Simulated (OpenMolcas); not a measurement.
**3d⁴ along the 22-electron sequence**

```json
{
  "Program": "OpenMolcas 26.06",
  "Method": "XMS-CASPT2, IPEA 0.25 Eh, imaginary shift 0.1 Eh",
  "Basis": "ANO-RCC-VTZP",
  "Scalar Hamiltonian": "DKH2, point nucleus",
  "Spin-orbit coupling": "state interaction with AMFI integrals over the reference wave functions, term energies averaged over their components"
}
```

Active space for each ion: 4 electrons in 10 orbitals (3d 4d); closed shells correlated by CASPT2: 3s 3p.

Computed levels in cm-1 above ⁵D₀:

| Level | Fe4+ | Ni6+ | Cu7+ |
| --- | --- | --- | --- |
| ⁵D₁ | 154 | 293 | 395 |
| ⁵D₂ | 453 | 850 | 1133 |
| ⁵D₃ | 882 | 1630 | 2150 |
| ⁵D₄ | 1425 | 2600 | 3400 |
| ³P₀(1) | 25950 | 31860 | 34570 |
| ³H₄ | 26350 | 33140 | 36400 |
| ³H₅ | 26700 | 33840 | 37350 |
| ³P₁(1) | 26880 | 33610 | 36900 |
| ³H₆ | 27100 | 34560 | 38310 |
| weight of ⁵D in the lowest level (%) | 100 | 99 | 99 |

Measured, with the error of the calculation in %. Measured levels: Fe4+ from Corliss and Sugar, J. Phys. Chem. Ref. Data 11, 135 (1982); Ni6+ from Corliss and Sugar, J. Phys. Chem. Ref. Data 10, 197 (1981).

```tsv
Level	Fe4+	Ni6+
⁵D₁	142 (+8.5)	279 (+5.1)
⁵D₂	417 (+8.6)	804 (+5.8)
⁵D₃	803 (+9.8)	1520 (+7.3)
⁵D₄	1283 (+11.1)	2392 (+8.5)
³P₀(1)	24055 (+7.9)	30077 (+5.9)
³H₄	24932 (+5.7)	31672 (+4.6)
³H₅	25226 (+5.9)	32286 (+4.8)
³P₁(1)	24973 (+7.6)	31836 (+5.6)
³H₆	25528 (+6.1)	32877 (+5.1)
```

The fine-structure level ⁵D₄ changes by a factor of 2.39 from Fe4+ to Cu7+. Its fourth root runs 6.14, 7.14, 7.64, with steps per unit of Z of 0.50, 0.50; equal steps would mean a (Z - σ)^4 law with constant σ.

³P₀(1) changes by a factor of 1.33 over the same range, with steps per unit of Z of +2960, +2710 cm-1.

CASPT2 breaks the degeneracy within a term, and the mean is taken; among the terms shown or strongly mixed into the levels shown the widest spread is 360 cm-1 (3d⁴ ³H, Fe4+). Active for correlation alone: 4d; no level in the range computed is led by a configuration that fills it, so any true level of that kind is missing. Computed and measured levels are paired by configuration, term and J; levels that our copy of the source lacks, or whose pairing is in doubt (as where it misses far off the trend of its configuration), stay unpaired and out of the deviations. Only configurations of the active space appear.

A number in round brackets counts repeated terms of one configuration in the order of the reference energies.
